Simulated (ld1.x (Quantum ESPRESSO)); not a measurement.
## Plane-wave convergence, TM potential for aluminium (Al)

Al, norm-conserving Troullier–Martins (Kleinman–Bylander form), made with ld1.x (Quantum ESPRESSO) 7.5 (LDA (PZ), scalar-relativistic). Core [Ne], reference 3s2 3p0.5 (charge +0.5). Waves: 3s (bound): rc 1.95 bohr; 3p (bound): rc 2.40 bohr. Local part: the p channel. Core correction: a·sin(br)/r model core inside 2.00 bohr.

The pseudo-atom Hamiltonian at the reference potential is diagonalised in spherical Bessel functions j_l(qr) that vanish at 20 bohr, with q² up to the cutoff. All-electron valence levels (Ry): 3s -0.8220, 3p -0.4251.

Task: How do the lowest levels (Ry) of each channel move with the cutoff, and are there ghosts?

Result:

```json
{"cutoff (Ry)": "8", "s #1": "-0.8121", "s #2": "-0.1354", "p #1": "-0.4247", "d #1": "-0.0585", "f #1": "0.0314", "Σ f·Δε (mRy)": "20.1"}
{"cutoff (Ry)": "12", "s #1": "-0.8198", "s #2": "-0.1370", "p #1": "-0.4250", "d #1": "-0.0585", "f #1": "0.0314", "Σ f·Δε (mRy)": "4.5"}
{"cutoff (Ry)": "18", "s #1": "-0.8202", "s #2": "-0.1371", "p #1": "-0.4251", "d #1": "-0.0585", "f #1": "0.0314", "Σ f·Δε (mRy)": "3.6"}
{"cutoff (Ry)": "21", "s #1": "-0.8206", "s #2": "-0.1372", "p #1": "-0.4251", "d #1": "-0.0585", "f #1": "0.0314", "Σ f·Δε (mRy)": "2.7"}
{"cutoff (Ry)": "30", "s #1": "-0.8217", "s #2": "-0.1374", "p #1": "-0.4251", "d #1": "-0.0585", "f #1": "0.0314", "Σ f·Δε (mRy)": "0.5"}
{"cutoff (Ry)": "40", "s #1": "-0.8219", "s #2": "-0.1374", "p #1": "-0.4251", "d #1": "-0.0585", "f #1": "0.0314", "Σ f·Δε (mRy)": "0.1"}
{"cutoff (Ry)": "400", "s #1": "-0.8220", "s #2": "-0.1374", "p #1": "-0.4251", "d #1": "-0.0585", "f #1": "0.0314", "Σ f·Δε (mRy)": "0.0"}
```

Result: no extra level below or beside the all-electron valence levels (s, p, d, f tested); 10 mRy is reached at 10 Ry and 1 mRy at 30 Ry.
